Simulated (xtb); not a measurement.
arsenic trifluoride (AsF$_{3}$), singlet, from a rough starting geometry; xtb with GFN2-xTB.

xtb was given this input:
```
$ xtb mol.xyz --gfn 2 --opt vtight --json

# file mol.xyz
4

F     -0.86967192    -1.14154364    -0.20908416
As     0.06301555    -0.00330969     0.65485336
F      1.40816272    -0.10418539    -0.23269292
F     -0.62881786     1.27298426    -0.18250193
```

What the program printed (banner, timings and long lists left out):

```
   ID    Z sym.   atoms
    1    9 F      1, 3, 4
    2   33 As     2

           -------------------------------------------------
          |                Calculation Setup                |
           -------------------------------------------------

           -------------------------------------------------
          |                 G F N 2 - x T B                 |
           -------------------------------------------------

          ...................................................
          :                      SETUP                      :
          :.................................................:
          :  # basis functions                  22          :
          :  # atomic orbitals                  21          :
          :  # shells                            9          :
          :  # electrons                        26          :
          :  max. iterations                   250          :
          :  Hamiltonian                  GFN2-xTB          :
          :  restarted?                      false          :
          :  GBSA solvation                  false          :
          :  PC potential                    false          :
          :  electronic temp.          300.0000000     K    :
          :  accuracy                    1.0000000          :
          :  -> integral cutoff          0.2500000E+02      :
          :  -> integral neglect         0.1000000E-07      :
          :  -> SCF convergence          0.1000000E-05 Eh   :
          :  -> wf. convergence          0.1000000E-03 e    :
          :  Broyden damping             0.4000000          :
          :  net charge                          0          :
          :  unpaired electrons                  0          :
          ...................................................

 iter      E             dE          RMSdq      gap      omega  full diag
   1    -16.6304345 -0.166304E+02  0.113E+01    7.87       0.0  T
   2    -16.6595139 -0.290794E-01  0.563E+00    7.42       1.0  T
   3    -16.6627344 -0.322054E-02  0.143E+00    7.21       1.0  T
   4    -16.6634535 -0.719083E-03  0.731E-01    7.31       1.0  T
   5    -16.6630816  0.371893E-03  0.482E-01    7.22       1.0  T
   6    -16.6635402 -0.458621E-03  0.433E-02    7.30       1.2  T
   7    -16.6635408 -0.580574E-06  0.202E-02    7.29       2.5  T
   8    -16.6635418 -0.101001E-05  0.358E-03    7.30      14.0  T
   9    -16.6635418  0.163178E-07  0.432E-03    7.30      11.6  T
  10    -16.6635418 -0.436845E-07  0.189E-04    7.30     265.2  T
  11    -16.6635418 -0.769056E-10  0.537E-05    7.30     931.0  T

   *** convergence criteria satisfied after 11 iterations ***

         :::::::::::::::::::::::::::::::::::::::::::::::::::::
         ::                     SUMMARY                     ::
         :::::::::::::::::::::::::::::::::::::::::::::::::::::
         :: total energy             -16.646663136408 Eh    ::
         :: gradient norm              0.070467925868 Eh/a0 ::
         :: HOMO-LUMO gap              7.296357056942 eV    ::
         ::.................................................::
         :: SCC energy               -16.663541785805 Eh    ::
         :: -> isotropic ES            0.055927425664 Eh    ::
         :: -> anisotropic ES         -0.000498664730 Eh    ::
         :: -> anisotropic XC         -0.008680368223 Eh    ::
         :: -> dispersion             -0.001587404572 Eh    ::
         :: repulsion energy           0.016878649397 Eh    ::
         :: add. restraining           0.000000000000 Eh    ::
         :: total charge              -0.000000000000 e     ::
         :::::::::::::::::::::::::::::::::::::::::::::::::::::

      -----------------------------------------------------------
     |                   =====================                   |
     |                        A N C O P T                        |
     |                   =====================                   |
     |               Approximate Normal Coordinate               |
     |                Rational Function Optimizer                |
      -----------------------------------------------------------
      -----------------------------------------------------------
     |                   =====================                   |
     |                        A N C O P T                        |
     |                   =====================                   |
     |               Approximate Normal Coordinate               |
     |                Rational Function Optimizer                |
      -----------------------------------------------------------

          ...................................................
          :                      SETUP                      :
          :.................................................:
          :   optimization level         verytight          :
          :   max. optcycles                   200          :
          :   ANC micro-cycles                  20          :
          :   degrees of freedom                 6          :
          :.................................................:
          :   RF solver                   davidson          :
          :   write xtbopt.log                true          :
          :   linear?                        false          :
          :   energy convergence         0.1000000E-06 Eh   :
          :   grad. convergence          0.2000000E-03 Eh/α :
          :   maxmium RF displ.          1.0000000          :
          :   Hlow (freq-cutoff)         0.1000000E-01      :
          :   Hmax (freq-cutoff)         5.0000000          :
          :   S6 in model hess.         20.0000000          :
          ...................................................

generating ANC from exact Hessian ...
Using Lindh-Hessian (1995)
 Shifting diagonal of input Hessian by    0.0000000000000000
 Lowest  eigenvalues of input Hessian
    0.000000    0.000000    0.000000    0.000000    0.000000    0.000000
[...]
 * total energy  :   -16.6466631 Eh     change       -0.6931344E-11 Eh
 * total energy  :   -16.6499002 Eh     change       -0.3237037E-02 Eh
 * total energy  :   -16.6519406 Eh     change       -0.2040377E-02 Eh
 * total energy  :   -16.6521045 Eh     change       -0.1639011E-03 Eh
 * total energy  :   -16.6521859 Eh     change       -0.8143755E-04 Eh
 * total energy  :   -16.6522054 Eh     change       -0.1951741E-04 Eh
 * total energy  :   -16.6522135 Eh     change       -0.8134751E-05 Eh
 * total energy  :   -16.6522161 Eh     change       -0.2588252E-05 Eh
 * total energy  :   -16.6522167 Eh     change       -0.5863957E-06 Eh
 * total energy  :   -16.6522168 Eh     change       -0.5935897E-07 Eh
   *** GEOMETRY OPTIMIZATION CONVERGED AFTER 10 ITERATIONS ***
[...]
          :  electronic temp.          300.0000000     K    :
          :  accuracy                    1.0000000          :
          :  -> integral cutoff          0.2500000E+02      :
          :  -> integral neglect         0.1000000E-07      :
          :  -> SCF convergence          0.1000000E-05 Eh   :
          :  -> wf. convergence          0.1000000E-03 e    :
          :  Broyden damping             0.4000000          :
          :  net charge                          0          :
          :  unpaired electrons                  0          :
          ...................................................

 iter      E             dE          RMSdq      gap      omega  full diag
   1    -16.6617118 -0.166617E+02  0.284E-06    7.04       0.0  T
   2    -16.6617118  0.142109E-13  0.190E-06    7.04   26330.6  T
   3    -16.6617118 -0.355271E-14  0.411E-07    7.04  100000.0  T

   *** convergence criteria satisfied after 3 iterations ***

         :::::::::::::::::::::::::::::::::::::::::::::::::::::
         ::                     SUMMARY                     ::
         :::::::::::::::::::::::::::::::::::::::::::::::::::::
         :: total energy             -16.652216775630 Eh    ::
         :: gradient norm              0.000064802338 Eh/a0 ::
         :: HOMO-LUMO gap              7.036283552148 eV    ::
         ::.................................................::
         :: SCC energy               -16.661711741733 Eh    ::
         :: -> isotropic ES            0.057258890810 Eh    ::
         :: -> anisotropic ES         -0.000305885641 Eh    ::
         :: -> anisotropic XC         -0.006983026821 Eh    ::
         :: -> dispersion             -0.001584756622 Eh    ::
         :: repulsion energy           0.009494966103 Eh    ::
         :: add. restraining           0.000000000000 Eh    ::
         :: total charge               0.000000000000 e     ::
         :::::::::::::::::::::::::::::::::::::::::::::::::::::

           -------------------------------------------------
          |                Property Printout                |
           -------------------------------------------------

    * Orbital Energies and Occupations

         #    Occupation            Energy/Eh            Energy/eV
      -------------------------------------------------------------
         1        2.0000           -0.8557316             -23.2856
         2        2.0000           -0.8517928             -23.1785
         3        2.0000           -0.8517644             -23.1777
         4        2.0000           -0.6652841             -18.1033
         5        2.0000           -0.5881070             -16.0032
         6        2.0000           -0.5881006             -16.0030
         7        2.0000           -0.5792713             -15.7628
         8        2.0000           -0.5475721             -14.9002
         9        2.0000           -0.5475695             -14.9001
        10        2.0000           -0.5370612             -14.6142
        11        2.0000           -0.5350280             -14.5589
        12        2.0000           -0.5350183             -14.5586
        13        2.0000           -0.5153241             -14.0227 (HOMO)
        14                         -0.2567454              -6.9864 (LUMO)
        15                         -0.2567242              -6.9858
        16                         -0.0072595              -0.1975
        17                          0.0490360               1.3343
        18                          0.0490564               1.3349
        19                          0.0692458               1.8843
        20                          0.5885996              16.0166
        21                          0.5886607              16.0183
      -------------------------------------------------------------
                  HL-Gap            0.2585787 Eh            7.0363 eV
             Fermi-level           -0.3860347 Eh          -10.5045 eV

     #   Z          covCN         q      C6AA      α(0)
     1   9 F        0.738    -0.184    11.076     3.930
     2  33 As       2.215     0.552   214.177    27.401
     3   9 F        0.738    -0.184    11.076     3.930
     4   9 F        0.738    -0.184    11.077     3.931

 Mol. C6AA /au·bohr⁶  :        579.885117
 Mol. C8AA /au·bohr⁸  :      27859.783338
 Mol. α(0) /au        :         39.192399

Wiberg/Mayer (AO) data.
largest (>0.10) Wiberg bond orders for each atom

 ---------------------------------------------------------------------------
     #   Z sym  total        # sym  WBO       # sym  WBO       # sym  WBO
 ---------------------------------------------------------------------------
     1   9 F    1.298 --     2 As   1.200
     2  33 As   3.600 --     1 F    1.200     3 F    1.200     4 F    1.200
     3   9 F    1.298 --     2 As   1.200
     4   9 F    1.298 --     2 As   1.200
 ---------------------------------------------------------------------------

Topologies differ in total number of bonds
Writing topology from bond orders to xtbtopo.mol

molecular dipole:
                 x           y           z       tot (Debye)
 q only:        0.031      -0.013       0.982
   full:        0.026      -0.011       0.831       2.113
molecular quadrupole (traceless):
                xx          xy          yy          xz          yz          zz
 q only:       -1.468      -0.000      -1.471       0.118      -0.040       2.939
  q+dip:       -1.378      -0.000      -1.382       0.112      -0.040       2.760
   full:       -0.890       0.001      -0.892       0.067      -0.021       1.782

optimized geometry written to: xtbopt.xyz

           -------------------------------------------------
          | TOTAL ENERGY              -16.652216775630 Eh   |
          | GRADIENT NORM               0.000064802338 Eh/α |
          | HOMO-LUMO GAP               7.036283552148 eV   |
           -------------------------------------------------

normal termination of xtb
```
